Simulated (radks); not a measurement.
Results of a calculation; reference values are marked as such.
Coherent X-ray form factor from a spherical all-electron density. Level of theory: scalar-relativistic Kohn-Sham, HCTH/407, spin-polarised, spherical densities, finite nucleus; Fermi nuclear charge, rms radius of each element as measured or else 0.836 A^(1/3) + 0.57 fm (a radial shooting solver on a logarithmic mesh with Libxc functionals).

sin(theta)/lambda (1/angstrom),f0 (electrons)
0.05,70.425
0.1,68.783
0.15,66.291
0.2,63.233
0.25,59.888
0.3,56.482
0.4,50.033
0.5,44.427
0.6,39.656
0.8,31.998
1,26.174
1.25,21.011
1.5,17.722
2,13.995

The species is in the configuration that NIST lists as its ground one. Which atom or ion scatters so?

Answer. The rhenium ion Re4+, [Xe] 4f14 5d3. Extrapolating in s^2 from the first two rows gives f0(0) = 71.0, near the electron count 71; among species with that count, the fall with angle is slower the higher Z, and the table is that of Z = 75; from so few rows the species is fixed only to a neighbour or two.
